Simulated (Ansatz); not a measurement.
`COCCOCCOCCOCCCCCC[SeH]`. Total charge 0; triplet. Geometry PBE-D4/def2-SVP, that of the neutral singlet; atoms count from 1.

Cartesian coordinates in Å:
```
C 1.262 2.563 -4.862
O 0.517 2.508 -3.670
C 0.606 1.287 -2.974
C 2.004 0.890 -2.512
O 2.557 1.934 -1.740
C 3.881 1.677 -1.291
C 3.975 0.793 -0.047
O 3.616 1.466 1.152
C 2.227 1.603 1.414
C 1.582 0.338 1.980
O 1.364 -0.681 1.008
C 0.102 -0.617 0.361
C -1.011 -1.309 1.150
C -2.358 -1.273 0.420
C -3.482 -2.053 1.115
C -3.919 -1.477 2.465
C -5.033 -2.261 3.156
Se -4.558 -4.110 3.696
H 0.979 3.498 -5.385
H 2.364 2.590 -4.685
H 1.043 1.701 -5.542
H 0.204 0.436 -3.586
H -0.052 1.400 -2.088
H 1.918 -0.066 -1.939
H 2.666 0.670 -3.388
H 4.484 1.217 -2.114
H 4.328 2.666 -1.053
H 3.387 -0.143 -0.177
H 5.039 0.500 0.080
H 2.148 2.402 2.183
H 1.676 1.954 0.511
H 2.262 -0.090 2.748
H 0.630 0.610 2.495
H -0.185 0.440 0.138
H 0.227 -1.122 -0.622
H -0.705 -2.361 1.338
H -1.101 -0.830 2.149
H -2.673 -0.214 0.275
H -2.222 -1.686 -0.604
H -3.166 -3.109 1.264
H -4.368 -2.091 0.443
H -4.279 -0.431 2.320
H -3.049 -1.402 3.154
H -5.404 -1.738 4.058
H -5.902 -2.404 2.480
H -3.582 -3.675 4.729
```

Single mean-field runs in def2-TZVP are fitted with def2-universal-jkfit. At PBE0-D4/def2-TZVP a singlet of charge 0 lies 4.42 eV below the triplet at the same geometry.

Estimate the Mulliken populations of the heavy atoms from the PBE0/def2-TZVP orbitals of Ansatz.


```json
{"atom": "C1", "charge (e)": "-0.24", "spin (α − β)": "0.00"}
{"atom": "O2", "charge (e)": "-0.27", "spin (α − β)": "0.00"}
{"atom": "C3", "charge (e)": "-0.04", "spin (α − β)": "0.00"}
{"atom": "C4", "charge (e)": "-0.11", "spin (α − β)": "0.00"}
{"atom": "O5", "charge (e)": "-0.28", "spin (α − β)": "0.00"}
{"atom": "C6", "charge (e)": "-0.03", "spin (α − β)": "0.00"}
{"atom": "C7", "charge (e)": "-0.11", "spin (α − β)": "0.00"}
{"atom": "O8", "charge (e)": "-0.29", "spin (α − β)": "0.00"}
{"atom": "C9", "charge (e)": "-0.08", "spin (α − β)": "0.00"}
{"atom": "C10", "charge (e)": "-0.04", "spin (α − β)": "0.00"}
{"atom": "O11", "charge (e)": "-0.30", "spin (α − β)": "0.00"}
{"atom": "C12", "charge (e)": "-0.09", "spin (α − β)": "0.00"}
{"atom": "C13", "charge (e)": "-0.21", "spin (α − β)": "0.00"}
{"atom": "C14", "charge (e)": "-0.17", "spin (α − β)": "-0.01"}
{"atom": "C15", "charge (e)": "-0.20", "spin (α − β)": "0.02"}
{"atom": "C16", "charge (e)": "-0.26", "spin (α − β)": "0.03"}
{"atom": "C17", "charge (e)": "-0.08", "spin (α − β)": "-0.05"}
{"atom": "Se18", "charge (e)": "-0.01", "spin (α − β)": "1.54"}
```
Mulliken values and Mayer orders depend strongly on the basis.

Where does the spin sit?

Summed by element: C -0.01, O 0.00, Se 1.54, H 0.47, of 2 unpaired in all. Largest on single atoms: Se18 1.54, H46 0.29, H44 0.08.

And the Mayer bond orders between bonded heavy atoms (over 0.3)?

C1–O2 1.00 (1.41 Å); O2–C3 1.03 (1.41 Å); C3–C4 1.00 (1.53 Å); C4–O5 0.98 (1.41 Å); O5–C6 0.97 (1.42 Å); C6–C7 1.00 (1.53 Å); C7–O8 1.00 (1.42 Å); O8–C9 1.00 (1.42 Å); C9–C10 1.01 (1.53 Å); C10–O11 0.94 (1.43 Å); O11–C12 0.96 (1.42 Å); C12–C13 1.05 (1.53 Å); C13–C14 1.00 (1.53 Å); C14–C15 1.01 (1.53 Å); C15–C16 1.01 (1.53 Å); C16–C17 0.97 (1.53 Å); C17–Se18 0.52 (1.98 Å).
